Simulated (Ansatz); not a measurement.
A nudged elastic band was laid between two geometries of C$_{2}$H$_{8}$Sn (11 atoms, charge 0, multiplicity 1).

The calculation used RKS BLYP/def2-SVP in Ansatz 0.2.0.

* movable images: 5
* climbing image: yes
* spring: 5.0 eV/Å²
* optimiser: quadratic models (default)
* start path: through a guess of the saddle point
* force threshold: 0.05 eV/Å
* iteration limit: 60
* end points: relaxed

Image 0:

```xyz
11
Properties=species:S:1:pos:R:3
Sn 0.215 -0.770 -0.256
H -0.721 -2.222 -0.015
H 1.672 -1.194 -1.116
C 0.742 0.091 1.698
C -0.951 0.662 -1.449
H 1.255 -0.670 2.317
H 1.415 0.958 1.559
H -0.175 0.425 2.221
H -1.824 1.013 -0.866
H -0.321 1.532 -1.715
H -1.307 0.175 -2.377
```

Image 6:

```xyz
11
Properties=species:S:1:pos:R:3
Sn -0.975 -0.926 0.346
H 1.038 -2.374 -0.968
H 1.461 -1.745 -1.099
C 0.497 0.181 1.659
C -1.030 0.700 -1.225
H 1.011 -0.498 2.368
H 1.247 0.753 1.076
H -0.095 0.910 2.257
H -1.573 1.564 -0.782
H -0.012 1.050 -1.493
H -1.569 0.384 -2.140
```

(1) What changes between the two ends?

(2) What energy profile does the band end with?

(3) What is the geometry of the highest image?

The band took 13 iterations and roughly 3 core-minutes.

Answers

(1) Bonds broken: Sn1–H2, Sn1–H3. Bonds formed: H2–H3. C2H8Sn becomes C2H6Sn + H2.

(2) It converged. The highest image is number 3 of 0 to 6, 188.9 kJ/mol above the first end and 130.7 kJ/mol above the last; the last end lies 58.2 kJ/mol above the first. Neighbouring images differ by up to 1.3 eV, so the band resolves the path poorly. A vibrational analysis at the climbing image gives one clearly imaginary mode, 1162i cm⁻¹: a first-order saddle point. The orbitals stay closed-shell, which can raise the energy where a bond breaks towards radicals; this wasn't checked here.

| image | path coordinate (Å) | energy (kJ/mol) | Sn1–H2 (Å) | Sn1–H3 (Å) | H2–H3 (Å) |
| --- | --- | --- | --- | --- | --- |
| 0 | 0.00 | 0.0 | 1.74 | 1.74 | 2.83 |
| 1 | 0.64 | 12.8 | 1.74 | 1.73 | 2.65 |
| 2 | 1.27 | 88.0 | 1.71 | 1.75 | 2.08 |
| 3 | 1.91 | 188.9 | 1.77 | 1.98 | 1.40 |
| 4 | 2.68 | 65.6 | 2.34 | 2.50 | 0.78 |
| 5 | 3.46 | 59.0 | 2.69 | 2.81 | 0.77 |
| 6 | 4.24 | 58.2 | 2.81 | 2.95 | 0.77 |

(3) 
```xyz
11
Properties=species:S:1:pos:R:3:forces:R:3
Sn -0.544 -0.765 0.155 0.01 -0.01 -0.01
H 0.117 -2.280 -0.476 0.00 0.02 0.00
H 1.079 -1.323 -0.823 -0.01 0.00 0.01
C 0.742 0.116 1.750 0.01 0.00 0.00
C -0.997 0.700 -1.464 0.00 -0.01 -0.01
H 1.414 -0.672 2.137 0.00 0.00 0.00
H 1.336 0.951 1.337 0.00 0.00 0.00
H 0.089 0.479 2.565 0.00 0.00 0.00
H -1.962 1.187 -1.233 0.00 0.00 0.00
H -0.194 1.455 -1.526 0.00 0.00 0.00
H -1.079 0.153 -2.422 0.00 0.00 0.01
```

The run took 100 s on 2 threads of Arm Neoverse V1, on a shared host, peak memory 0.13 GiB.
